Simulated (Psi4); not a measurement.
formic acid (CH$_{2}$O$_{2}$), singlet, geometry from GFN2-xTB. Base run: CCSD(T)/def2-SVP (Psi4).

Input for Psi4:
```
memory 2 GB

molecule mol {
0 1
  O    -1.016135   -0.435064    0.000080
  C    -0.001727    0.412940   -0.007311
  O     1.152871    0.114081    0.006617
  H    -0.699045   -1.354439    0.018703
  H    -0.384483    1.444668   -0.028412
}

set basis def2-svp
set reference rhf

energy('ccsd(t)')
print_variables()
```

Each row names what was changed in the base input (with any setting that the change needs).

```json
[
 {"change": "base", "ΔE vs base (kcal/mol)": "0.000", "MP2 correlation (Eh)": "-0.50338", "CC correlation without the perturbative part (Eh)": "-0.51560", "basis functions": "52"},
 {"change": "freeze_core = on", "ΔE vs base (kcal/mol)": "4.49", "MP2 correlation (Eh)": "-0.49568", "CC correlation without the perturbative part (Eh)": "-0.50855", "basis functions": "52"},
 {"change": "method = mp4", "ΔE vs base (kcal/mol)": "-1.77", "MP2 correlation (Eh)": "-0.50338", "CC correlation without the perturbative part (Eh)": "-", "basis functions": "52"},
 {"change": "method = lccd", "ΔE vs base (kcal/mol)": "___", "MP2 correlation (Eh)": "-0.50338", "CC correlation without the perturbative part (Eh)": "-", "basis functions": "52"},
 {"change": "method = cepa(1)", "ΔE vs base (kcal/mol)": "___", "MP2 correlation (Eh)": "-0.50338", "CC correlation without the perturbative part (Eh)": "-", "basis functions": "52"},
 {"change": "puream = on", "ΔE vs base (kcal/mol)": "0.000", "MP2 correlation (Eh)": "-0.50338", "CC correlation without the perturbative part (Eh)": "-0.51560", "basis functions": "52"},
 {"change": "method = omp2", "ΔE vs base (kcal/mol)": "___", "MP2 correlation (Eh)": "-0.50325", "CC correlation without the perturbative part (Eh)": "-", "basis functions": "52"},
 {"change": "method = mp3", "ΔE vs base (kcal/mol)": "15.00", "MP2 correlation (Eh)": "-0.50325", "CC correlation without the perturbative part (Eh)": "-", "basis functions": "52"},
 {"change": "cc_type = df", "ΔE vs base (kcal/mol)": "-0.033", "MP2 correlation (Eh)": "-0.50325", "CC correlation without the perturbative part (Eh)": "-0.51583", "basis functions": "52"},
 {"change": "method = fno-ccsd(t)", "ΔE vs base (kcal/mol)": "0.000", "MP2 correlation (Eh)": "-0.50338", "CC correlation without the perturbative part (Eh)": "-0.51560", "basis functions": "52"}
]
```

Q: What belongs in the gaps?

A: 
- method = lccd, ΔE vs base (kcal/mol): 6.16
- method = cepa(1), ΔE vs base (kcal/mol): 6.79
- method = omp2, ΔE vs base (kcal/mol): 11.11
